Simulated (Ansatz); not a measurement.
System: SF2 (charge -1, doublet). SMILES of the parent species: FSF
Coordinates optimised at B3LYP-D3(BJ)/def2-TZVP (Ansatz, an electronic-structure program):
```xyz
3

F      0.0000     0.0000    -1.8569
S      0.0000     0.0000     0.0000
F      0.0000     0.0000     1.8569
```
Charge -1, spin multiplicity 2.

Parts of the frozen-core correlation energy in aug-cc-pV(T+d)Z (Ansatz, hartree). Frozen orbitals: 7; correlated occupied orbitals by spin: 11 and 10; virtual: 129 and 130. Open shells are spin-unrestricted. No spin-orbit coupling. No relativistic terms.

```json
[
 {"term": "reference (HF)", "value": "-596.47648"},
 {"term": "MP2 opposite-spin", "value": "-0.52993"},
 {"term": "MP2 same-spin", "value": "-0.18735"},
 {"term": "CCSD correlation", "value": "-0.72491"},
 {"term": "(T)", "value": "-0.03099"},
 {"term": "T1 diagnostic", "value": "0.022"},
 {"term": "largest doubles amplitude", "value": "0.049"},
 {"term": "<S^2> of the reference", "value": "0.766"}
]
```
